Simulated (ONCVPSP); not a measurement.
**Pseudopotential generation for Bi (Z = 83): ONCV, PBE, fully relativistic.**

ONCVPSP 4.0.1 input, shortened (lines: element, Z, core and valence counts, functional; n l f; lmax; l rc ep ncon nbas qcut; lloc lpopt rc5 dvloc0; l nproj debl; icmod fcfact rcfact), PBE, fully relativistic:

```
  Bi 83.00   10    5        4      upf
    1    0    2.00
    2    0    2.00
    2    1    6.00
    3    0    2.00
    3    1    6.00
    3    2   10.00
    4    0    2.00
    4    1    6.00
    4    2   10.00
    4    3   14.00
    5    0    2.00
    5    1    6.00
    5    2   10.00
    6    0    2.00
    6    1    1.00
    2
    0    1.76    0.00    3    7    9.10
    1    1.76    0.00    4    8    8.30
    2    1.42    0.00    4    8    7.30
    4    5    0.88   -1.00
    0    2    3.90
    1    2    0.70
    2    2    2.20
    3    3.75    1.35
```

Open shells are filled in proportion to 2j + 1.

All-electron outer shells of the reference configuration (PBE, scalar-relativistic, ld1.x):

```json
{"shell": "4d", "level (eV)": "-447.68", "outermost node (bohr)": "0.19", "outermost maximum (bohr)": "0.38"}
{"shell": "5s", "level (eV)": "-175.36", "outermost node (bohr)": "0.44", "outermost maximum (bohr)": "0.77"}
{"shell": "4f", "level (eV)": "-170.21", "outermost node (bohr)": "–", "outermost maximum (bohr)": "0.34"}
{"shell": "5p", "level (eV)": "-113.42", "outermost node (bohr)": "0.48", "outermost maximum (bohr)": "0.86"}
{"shell": "5d", "level (eV)": "-44.53", "outermost node (bohr)": "0.51", "outermost maximum (bohr)": "1.03"}
{"shell": "6s", "level (eV)": "-30.71", "outermost node (bohr)": "0.98", "outermost maximum (bohr)": "1.83"}
{"shell": "6p", "level (eV)": "-19.19", "outermost node (bohr)": "1.14", "outermost maximum (bohr)": "2.27"}
```

What the tests gave:

```
Cutoffs needed             : 26 Ha and 61 Ha (the cutoffs (Ha) at which the residual kinetic energy of the hardest occupied pseudo-wave falls to 1 and 0.1 mHa per electron)
Ghost test                 : ghosts flagged at negative energy: s at -64.7 eV; GHOST(+) flagged for p3/2 at 168.5 eV; a true bound ghost makes a file unfit for plane-wave use
Largest excitation error   : -2.5 meV (all-electron minus pseudo) for 5s2 5p6 5d10 6s1 6p4, out of 4 test configurations
rms error of d²Exc/dni dnj : 8.86 mHa without and 3.58 mHa with the model core
```

Generation and tests took about 5.5 s on one core of a shared server CPU.
